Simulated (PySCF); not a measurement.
**Where the electron goes**

C3H11B2N.
Structure used (PBE0-D3(BJ)/def2-SVP), in Å, numbered top down from 1:
```
atom  x, y, z in Å
B1     3.5328    0.0315   -0.2860
N2     2.2122    0.4875   -0.0606
B3     1.0632   -0.3187    0.2053
C4    -0.3462    0.3172    0.4789
C5    -1.5513   -0.5397    0.0944
C6    -2.8878    0.0818    0.4678
H7     3.7580   -1.1541   -0.2558
H8     4.4090    0.8367   -0.5057
H9     2.0628    1.4928   -0.0992
H10    1.2335   -1.5178    0.2462
H11   -0.3701    0.4980    1.5751
H12   -0.4279    1.3246    0.0285
H13   -1.5296   -0.7351   -0.9921
H14   -1.4552   -1.5305    0.5707
H15   -3.0223    1.0623   -0.0177
H16   -2.9616    0.2435    1.5558
H17   -3.7336   -0.5558    0.1677
```

Level of theory: PySCF 2.14.0, density-fitted response routines, TDDFT B3LYP/def2-SVPD, vertical, gas phase, core orbitals frozen in the response.

Frontier orbitals with the atoms that hold most of them (Löwdin shares over 4%, at most four atoms; ? is withheld):

```
orbital  ε (eV)                           atoms
 HOMO-3   -9.15  N2 20%, C5 18%, C4 12%, C6 11%
 HOMO-2   -8.93  B1 30%, H8 16%, H7 16%, N2 12%
 HOMO-1   -8.88  N2 22%, C5 16%, C4 12%, H13 8%
   HOMO   -8.38                               ?
   LUMO   -1.23                               ?
 LUMO+1    0.27   B3 26%, B1 18%, H9 11%, C4 9%
 LUMO+2    0.30  B3 26%, N2 20%, B1 18%, H10 8%
```

(1) Which atoms hold the LUMO, and with what shares?

(2) Give the leading atoms of the HOMO.

(3) The HOMO–LUMO gap is 7.15 eV. Where does the response calculation put the lowest singlet, and from which orbitals?

(4) Give energy, strength and leading configuration of S1, S2 and S3, and follow the Löwdin shares of the leading atoms from the occupied to the empty orbital.

Results:

(1) B1 (bonded to N and 2 H) 36%; B3 (bonded to C, N and H) 23%; N2 (bonded to 2 B and H) 15%; H8 (bonded to B) 7%. By element: boron 59%, nitrogen 15%, hydrogen 7% or more.

(2) C4 (bonded to B, C and 2 H) 27%; B3 (bonded to C, N and H) 24%; H10 (bonded to B) 9%; C6 (bonded to C and 3 H) 8%. By element: carbon 34% or more, boron 24% or more, hydrogen 9% or more.

(3) S1 is at 5.96 eV (f = 0.0003), 1.19 eV below the gap, made of HOMO→LUMO (95%). Without the coupling terms of the response equations the lowest excitation would equal the gap.

(4) 
- S1 (5.96 eV, f 0.0003), HOMO→LUMO (95%): C4 27% → at most 7%, B3 24% → 23%, B1 at most 8% → 36%
- S2 (6.33 eV, f 0.0007), HOMO-2→LUMO (90%): B1 30% → 36%, H8 16% → 7%, B3 at most 12% → 23%
- S3 (6.90 eV, f 0.153), HOMO-1→LUMO (90%): N2 22% → 15%, C5 16% → at most 7%, B1 at most 9% → 36%, B3 at most 9% → 23%

Time: 12 min wall, 7.2 min CPU. Hardware: one thread of an x86-64 server, no GPU, on a shared host.

One conformer stands for the species.
